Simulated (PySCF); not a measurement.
CH₇ClOSi₃, SMILES O[Si@H]1[SiH2]C[Si@@H]1Cl.

Geometry optimised at B3LYP-D3(BJ)/def2-SVP. The structure was generated by enumeration; whether it is a known compound was not checked. The values are those of a single conformer.

Vertical ionisation energy (IE) and electron affinity (EA) in eV. Rows of orbital energies are one-electron estimates. Where ΔSCF, EOM or ADC give a negative EA the extra electron is unbound and the value depends on the basis.

```
level                                         IE    EA
------------------------------------------  ----  ----
−ε(HOMO), −ε(LUMO), PBE0/def2-TZVP (PySCF)  7.08  1.23
−ε(HOMO), −ε(LUMO), PBE/def2-TZVP (PySCF)    [?]   [?]
```

### Question
Fill in the missing entries. (An estimate is asked for; the answer gives what the named calculation found.)

### Answer

- −ε(HOMO), −ε(LUMO), PBE/def2-TZVP (PySCF), IE: 6.02
- −ε(HOMO), −ε(LUMO), PBE/def2-TZVP (PySCF), EA: 2.07
